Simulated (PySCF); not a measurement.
`CC(=O)[C@H](C)/C(C)=C\F`. Level of theory: PySCF 2.14.0, PBE0-D3(BJ)/def2-SVP geometry optimisation, gas phase.

```
atom  x, y, z in Å
C1     2.4728    0.1991   -0.2325
C2     1.4292   -0.8735   -0.0736
O3     1.5125   -1.9497   -0.6158
C4     0.2182   -0.5139    0.7949
C5    -0.3158   -1.7283    1.5406
C6    -0.7872    0.1016   -0.1580
C7    -1.6007   -0.8049   -1.0269
C8    -0.9022    1.4270   -0.2645
F9    -0.1638    2.2698    0.4693
H10    2.0094    1.1852   -0.3807
H11    3.1488   -0.0480   -1.0604
H12    3.0555    0.2603    0.7020
H13    0.5250    0.2685    1.5050
H14   -0.4787   -2.5673    0.8503
H15   -1.2612   -1.4937    2.0515
H16    0.4088   -2.0619    2.2981
H17   -0.9454   -1.5060   -1.5686
H18   -2.2977   -1.4138   -0.4293
H19   -2.1899   -0.2389   -1.7623
H20   -1.5864    1.9475   -0.9404
```

(1) Which two atoms are farthest apart?

(2) What is the repulsion energy of the bare nuclei, Σ ZA·ZB/RAB?

(3) Work out the bond lengths C1–H12, C2=O3, C7–H18, C7–H19 in pm.

(4) What are the angles C2–C1–H12, H10–C1–H11, C2–C4–C5, C4–C5–H14, H14–C5–H16, C4–C6–C7, F9–C8–H20?

(5) How far apart are these pairs, which share no bond: C2···C6, C2···H10, C5···H12, C7···H14, H14···H15?

(6) Give the dihedral angles H13–C4–C5–H16, C2–C4–C6–C8, H11–C1–C2–C4.

(7) Where is the centre of mass (commonest isotopes), and what is the radius of gyration?

(8) How far are the heavy atoms from their best plane (unweighted least squares)?

(9) Write the matrix of distances between heavy atoms (Å, lower triangle).

Answers

(1) H12···H19, 5.82 Å; the next longest distance is 5.72 Å.

(2) 467.31 Eh over 190 pairs, with full nuclear charges and distances in bohr; the largest single term is 21.33 Eh (C8 with F9).

(3) For C1–H12 the difference vector is (0.5827, 0.0612, 0.9345) Å, of length 1.1030 Å. C1–H12 110.3; C2=O3 120.8; C7–H18 110.2; C7–H19 109.9 pm.

(4) From the scalar product of the two bond vectors; for C2–C1–H12 it is -0.5253 Å² over 1.5049 × 1.1030 Å², cos θ = -0.3164. C2–C1–H12 108.4°; H10–C1–H11 111.1°; C2–C4–C5 111.6°; C4–C5–H14 110.7°; H14–C5–H16 107.4°; C4–C6–C7 118.7°; F9–C8–H20 112.6°.

(5) C2···C6 2.423 Å (2 bonds apart); C2···H10 2.161 Å (2 bonds apart); C5···H12 4.003 Å (4 bonds apart); C7···H14 2.809 Å (4 bonds apart); H14···H15 1.791 Å (2 bonds apart).

(6) H13–C4–C5–H16 -53° (synclinal); C2–C4–C6–C8 -98° (anticlinal); H11–C1–C2–C4 -165° (antiperiplanar). Dihedral signs follow IUPAC: positive where, seen along the central bond, the front bond turns clockwise onto the rear one.

(7) Mass 130.079 u; centre at (0.213, -0.154, 0.056) Å; Rg = √(Σ m r²/M) = 2.073 Å. As Ia + Ib + Ic = 2 Σ m r², the three principal moments sum to 1118.2 u·Å².

(8) 0.729 Å rms; C1 0.22, C2 0.12, O3 0.69, C4 0.74, C5 1.43, C6 0.22, C7 1.13, C8 0.28, F9 0.49 Å (magnitudes).

(9) 
```
C1    0.000
C2    1.505  0.000
O3    2.385  1.208  0.000
C4    2.578  1.533  2.393  0.000
C5    3.826  2.526  2.836  1.522  0.000
C6    3.262  2.423  3.115  1.516  2.541  0.000
C7    4.270  3.177  3.342  2.591  3.016  1.496  0.000
C8    3.592  3.281  4.166  2.479  3.682  1.335  2.460  0.000
F9    3.425  3.565  4.668  2.829  4.142  2.342  3.709  1.339  0.000
```

No PBE0-D3(BJ)/def2-SVP frequencies stand behind this structure, so it isn't proved a minimum. One conformer, not necessarily the lowest.
